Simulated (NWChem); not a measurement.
Species: AlF2, doublet; SMILES [F][Al][F]

```xyz
3

Al     0.0000     0.0000     0.4871
F     -1.4346     0.0000    -0.3518
F      1.4346     0.0000    -0.3518
```
Atoms are numbered in this order, from 1.

Results from NWChem. Spin-unrestricted. In the optimisation the excess spin sits in a1 (C2v, its own frame). The geometry was optimised at PBE0/def2-SVP, spin-unrestricted. The spin multiplicity was typed, not searched, and may not be the lowest. No stability test was run on the SCF state. B3LYP is NWChem's, with the RPA form of VWN correlation. Vertical excitations in the gas phase; the lowest state need not have the same character in each row. Excited states of an open shell can be spin-contaminated.

Among these, which level gives the lowest value of “lowest excitation (eV)”?
A) PBE/def2-SVP, TDA
B) CAM-B3LYP/def2-SVP, TDA
C) LRC-wPBEh/def2-SVP, TDA
D) B3LYP/def2-SVP, TDA

A, PBE/def2-SVP, TDA. Values: PBE/def2-SVP, TDA 4.11; LRC-wPBEh/def2-SVP, TDA 4.23; B3LYP/def2-SVP, TDA 4.26; CAM-B3LYP/def2-SVP, TDA 4.30
